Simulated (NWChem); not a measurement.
Molecule: sulfur trioxide (SO3); SMILES O=S(=O)=O

```xyz
4

O     -1.0192    -1.0192     0.0000
S      0.0000     0.0000     0.0000
O     -0.3731     1.3923     0.0000
O      1.3923    -0.3731     0.0000
```
Atoms are numbered in this order, from 1.

Program: NWChem. Geometry optimised at PBE0/def2-SVP; all other runs use it. 

```csv
quantity,level,value
solvation free energy (kcal/mol) in n-hexane,"PBE0/def2-SVP, SMD",(withheld)
"anisotropy (bohr³), static",PBE0/def2-SVPD,12.3
"vertical ionisation energy, ΔSCF (eV)",PBE0/def2-SVP,12.69
"vertical, lowest excitation, singlet (eV)","PBE0/def2-SVPD, TDA",5.01
highest harmonic frequency (cm⁻¹),PBE0/def2-SVP,(withheld)
```

Some entries are withheld; supply them.


- solvation free energy (kcal/mol) in n-hexane, value: -2.8
- highest harmonic frequency (cm⁻¹), value: 1414
